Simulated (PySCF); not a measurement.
# Potential energy of Sb₂ along the bond

Set-up: basis Sb cc-pVTZ-PP with ECP28; scalar-relativistic core potentials; PySCF 2.14. Energies in eV from Sb + Sb in their ground configurations at the same level. State: ¹Σg⁺ (singlet), closed shell.

All columns are PBE0.

| R (Å) | E (eV) | HOMO (eV) | LUMO (eV) | Mayer bond order | ⟨S²⟩ |
| --- | --- | --- | --- | --- | --- |
| 2.128 | -0.885 | -6.86 | -2.21 | 2.96 | 0.00 |
| 2.227 | -1.902 | -6.95 | -2.40 | 2.96 | 0.00 |
| 2.326 | -2.453 | -6.86 | -2.58 | 2.96 | 0.00 |
| 2.400 | -2.645 | -6.72 | -2.72 | 2.96 | 0.00 |
| 2.474 | -2.695 | -6.59 | -2.85 | 2.96 | 0.00 |
| 2.548 | -2.637 | -6.48 | -2.97 | 2.97 | 0.00 |
| 2.647 | -2.437 | -6.34 | -3.12 | 2.97 | 0.00 |
| 2.771 | -2.057 | -6.19 | -3.30 | 2.98 | 0.00 |
| 2.919 | -1.495 | -6.04 | -3.49 | 2.98 | 0.00 |
| 3.117 | -0.680 | -5.89 | -3.71 | 2.99 | 0.00 |

Closed-shell solutions of metal pairs were not tested for spin polarisation, which can lower them a little. These are scalar-relativistic numbers at best; spin–orbit coupling would shift them, the dissociation energy most.
